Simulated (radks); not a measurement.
Charge is removed step by step from the 4d5/2 level of neutral cadmium, starting from [Kr] 4d(3/2: 4, 5/2: 6) 5s2. All-electron calculation, Dirac Kohn-Sham, PBEsol, spin-unpolarised, spherical densities, point nucleus. Program: a radial shooting solver on a logarithmic mesh with Libxc functionals.

removed (e)  E - E(0) (eV)  eigenvalue (eV)  E minus straight line (eV)
0                    0.000          -11.452                       0.000
0.1                  1.204          -12.632                      -0.564
0.2                  2.527          -13.836                      -1.008
0.3                  3.972          -15.065                      -1.331
0.4                  5.541          -16.316                      -1.529
0.5                  7.236          -17.588                      -1.602
0.6                  9.059          -18.882                      -1.546
0.7                 11.013          -20.196                      -1.360
0.8                 13.099          -21.529                      -1.042
0.9                 15.319          -22.880                      -0.589
1                   17.676          -24.250                       0.000

Removing the whole electron costs 17.676 eV by Delta-SCF, against 11.452 eV from minus the eigenvalue at the starting occupation. Slater's transition state (half an electron removed) gives 17.588 eV. Integrating minus the eigenvalue over the occupation (Janak's theorem) gives 17.676 eV. The mean slope of the eigenvalue, de/dn, is 12.8 eV per electron.
